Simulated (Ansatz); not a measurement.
## Ansatz (development build ahead of 0.2.0) run

```yaml
crystal:
  periodic: [false, false, false]
  atoms:
    - { symbol: S, position_ang: [2.37956, -0.00191, 0.48962] }
    - { symbol: S, position_ang: [0.00042, 2.38076, 0.4918] }
    - { symbol: S, position_ang: [-2.38044, 0.00018, 0.49194] }
    - { symbol: S, position_ang: [0.00108, -2.38104, 0.48868] }
    - { symbol: S, position_ang: [1.68297, 1.68267, -0.48802] }
    - { symbol: S, position_ang: [-1.68318, 1.68483, -0.49053] }
    - { symbol: S, position_ang: [-1.68363, -1.6833, -0.48817] }
    - { symbol: S, position_ang: [1.68211, -1.68272, -0.48818] }
basis:
  gaussian: { orbitals: "6-31G" }
hamiltonian:
  xc: hf
```

The input is written out in the form of the current development build from the run's settings.

Output:

| Quantity | Value |
| --- | --- |
| Converged | yes |
| Total energy | -3179.71972 hartree |
| Spin squared of the determinant | 0.000 |
